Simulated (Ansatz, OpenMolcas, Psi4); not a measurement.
## A ladder of methods for AlClF2 (SMILES [F][Al]([F])[Cl])

The species is AlClF2 (4 atoms), meant as a singlet with charge 0. As SMILES, `[F][Al]([F])[Cl]`. The coordinates come from a PBE0-D4/def2-TZVP relaxation.

Quantity: the HOMO–LUMO gap, in eV. The values are calculated.

| level | kind | program | value (eV) |
| --- | --- | --- | --- |
| SVWN5/def2-SVPD | LDA | Psi4 | 6.07 |
| PBE/def2-SVPD | GGA | Ansatz | 6.16 |
| revPBE/def2-SVPD | GGA | Psi4 | 6.23 |
| M06-L/def2-SVPD | meta-GGA | OpenMolcas | 7.22 |
| TPSS/def2-SVPD | meta-GGA | OpenMolcas | 6.51 |
| r2SCAN/def2-SVPD | meta-GGA | OpenMolcas | 7.09 |
| B3LYP/def2-SVPD | global hybrid | Psi4 | 7.84 |
| PBE0/def2-SVPD | global hybrid | OpenMolcas | 8.48 |

The values span 6.07 to 8.48 eV. Orbital gaps aren't excitation energies; they tend to grow with the share of exact exchange.
